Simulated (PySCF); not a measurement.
The calculation used delta-SCF UKS SCAN, pcX-2 on the ionised atom, pcseg-1 elsewhere, spin-free X2C in PySCF 2.14.0. Geometries: PBE0-D3(BJ)/def2-SVP; isolated species, one conformer each. Kα1 is taken as the energy difference of the 1s-hole and 2p3/2-hole states at the ground state's geometry. For 2p shells one spin-free hole was relaxed; a mean-field spin–orbit operator and the ground-state splitting of the three 2p orbitals were then diagonalised within the shell. The shell's mean is (2 × 2p3/2 + 2p1/2)/3, and the degeneracies 2j + 1 give areas of 2:1.

```tsv
site	Si 2p3/2 (eV)
silicon in `CCC[SiH2][GeH3]`	106.23
Si5 in `[CH3:1][Si@@H:2]1[SiH2:3][SiH2:4][Si@@H:5]1[Cl:6]`	106.83
silicon in `O=CN[SiH2]O`	108.15
```

Q: What are the Si 1s binding energies, and the Kα1 emission energies that follow?

A: 
```csv
site,bonded to,1s (eV),2p3/2 (eV),Kα1 = 1s − 2p3/2 (eV)
silicon in `CCC[SiH2][GeH3]`,"C, 2 H and Ge",1845.96,106.23,1739.73
Si5 in `[CH3:1][Si@@H:2]1[SiH2:3][SiH2:4][Si@@H:5]1[Cl:6]`,"Cl, H and 2 Si",1846.60,106.83,1739.77
silicon in `O=CN[SiH2]O`,"O, N and 2 H",1848.16,108.15,1740.01
```

Ranges: 1s 2.20 eV, 2p3/2 1.92 eV, Kα1 0.28 eV. A straight-line fit of 1s on 2p3/2 has slope 1.15.

```tsv
site	Cl 2p3/2 (eV)
chlorine in `CC#CB(Cl)Cl`	206.25
chlorine in `C[Si@@H]1[SiH2][SiH2][Si@@H]1Cl`	205.44
chlorine in `C#CCB(Cl)Cl`	206.64
```

Q: What are the Cl 1s binding energies, and the Kα1 emission energies that follow?

A: 
```tsv
site	bonded to	1s (eV)	2p3/2 (eV)	Kα1 = 1s − 2p3/2 (eV)
chlorine in `C[Si@@H]1[SiH2][SiH2][Si@@H]1Cl`	Si	2828.04	205.44	2622.60
chlorine in `CC#CB(Cl)Cl`	B	2828.83	206.25	2622.58
chlorine in `C#CCB(Cl)Cl`	B	2829.23	206.64	2622.59
```

Ranges: 1s 1.19 eV, 2p3/2 1.20 eV, Kα1 0.02 eV. A straight-line fit of 1s on 2p3/2 has slope 0.99.
